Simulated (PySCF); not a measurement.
The numbers are results of PBE-D3(BJ)/def2-TZVP // B3LYP-D3(BJ)/def2-TZVP in PySCF 2.14.0, not measurements. Gas-phase values, no solvent. One relaxed conformer stands for a flexible species; it need not be the lowest. Delta-SCF ions had no search for a lower state. Excitations are Tamm–Dancoff values on a coarser integration grid. The basis has no diffuse functions, so Rydberg states are missing or too high.

Reference species (SMILES): `[SiH3]B([SiH3])[SiH3]` (neutral, multiplicity 1).

```json
{
 "S1–T1 gap (TDA)": "0.70 eV",
 "vertical ionisation energy (Delta-SCF)": "9.42 eV",
 "LUMO": "-4.05 eV"
}
```

Changed species: `[SiH3]B(O)O` (H–O–B–Si torsion 1°, Si–B–O–H torsion -1°) (1 of 3 OH replaced by SiH3; the reference has 3 of 3 OH replaced by SiH3).

### Question
What does the change do to the S1–T1 gap (TDA), vertical ionisation energy (Delta-SCF) and LUMO?

### Answer
the S1–T1 gap (TDA) rises by 0.28 eV, to 0.98 eV; the vertical ionisation energy (Delta-SCF) rises by 0.54 eV, to 9.96 eV; the LUMO rises by 2.82 eV, to -1.23 eV.
